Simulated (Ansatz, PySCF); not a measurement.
C2H12OSi3, SMILES C[C@@H]([SiH3])O[SiH2][SiH3]. Atoms are numbered in the order given.

```xyz
18

C     -1.0960    -1.7893     0.0113
C     -1.0030    -0.3009    -0.3134
Si    -2.6961     0.5386    -0.5854
O     -0.3854     0.4371     0.7445
Si     1.2246     0.3402     1.2015
Si     2.6123     0.0510    -0.6850
H     -1.6645    -1.9514     0.9407
H     -0.0939    -2.2310     0.1467
H     -1.5945    -2.3392    -0.8028
H     -0.4125    -0.1779    -1.2457
H     -3.4128    -0.1226    -1.7181
H     -3.5149     0.4071     0.6530
H     -2.4930     1.9785    -0.9075
H      1.5389     1.6164     1.9000
H      1.4643    -0.7849     2.1584
H      2.3545    -1.2663    -1.3417
H      2.3778     1.1304    -1.6901
H      4.0439     0.0926    -0.2600
```
Charge 0, spin multiplicity 1.

Geometry: B3LYP-D3(BJ)/def2-SVP. The structure was generated by enumeration; whether it is a known compound was not checked. Other conformers were not sampled.

Two levels are set side by side: PBE-D3(BJ)/def2-SVP (Ansatz, an electronic-structure program) and B3LYP-D3(BJ)/def2-SVP (Ansatz). Each level has its own optimised geometry; the coordinates shown are those of the second. Frequencies come from the Hessian of PySCF at each geometry. Differences are taken from unrounded values.

| quantity | B3LYP-D3(BJ) |
|---|---|
| mean bond length (Å) | 1.486 |
| bond C1–C2 (Å) | 1.526 |
| bond C2–Si3 (Å) | 1.909 |
| bond C2–O4 (Å) | 1.430 |
| bond O4–Si5 (Å) | 1.676 |
| bond Si5–Si6 (Å) | 2.360 |
| bond C1–H7 (Å) | 1.101 |
| bond C1–H8 (Å) | 1.104 |
| bond C1–H9 (Å) | 1.102 |
| bond C2–H10 (Å) | 1.110 |
| bond Si3–H11 (Å) | 1.495 |
| bond Si3–H12 (Å) | 1.490 |
| bond Si3–H13 (Å) | 1.489 |
| bond Si5–H14 (Å) | 1.488 |
| bond Si5–H15 (Å) | 1.496 |
| bond Si6–H16 (Å) | 1.494 |
| bond Si6–H17 (Å) | 1.493 |
| highest harmonic wavenumber (cm⁻¹) | 3119 |
| mean harmonic wavenumber (cm⁻¹) | 1159 |
| zero-point energy (kcal/mol) | 79.53 |

**Question.** What does PBE-D3(BJ) give, and how far is it from B3LYP-D3(BJ)? (The exact figures need the calculation; the answer reports its results.)

**Answer.** 
```
quantity                            PBE-D3(BJ)  PBE-D3(BJ) minus B3LYP-D3(BJ)
----------------------------------  ----------  -----------------------------
mean bond length (Å)                     1.496                          0.010
bond C1–C2 (Å)                           1.528                          0.002
bond C2–Si3 (Å)                          1.919                          0.010
bond C2–O4 (Å)                           1.435                          0.005
bond O4–Si5 (Å)                          1.692                          0.016
bond Si5–Si6 (Å)                         2.363                          0.004
bond C1–H7 (Å)                           1.109                          0.008
bond C1–H8 (Å)                           1.112                          0.008
bond C1–H9 (Å)                           1.109                          0.007
bond C2–H10 (Å)                          1.120                          0.010
bond Si3–H11 (Å)                         1.507                          0.013
bond Si3–H12 (Å)                         1.504                          0.013
bond Si3–H13 (Å)                         1.502                          0.013
bond Si5–H14 (Å)                         1.502                          0.013
bond Si5–H15 (Å)                         1.511                          0.014
bond Si6–H16 (Å)                         1.507                          0.013
bond Si6–H17 (Å)                         1.506                          0.013
highest harmonic wavenumber (cm⁻¹)        3067                            -53
mean harmonic wavenumber (cm⁻¹)           1122                            -36
zero-point energy (kcal/mol)             77.02                          -2.50
```

Exact exchange shortens and stiffens bonds; PBE has none. Differences between two approximate levels are no errors against the true value.
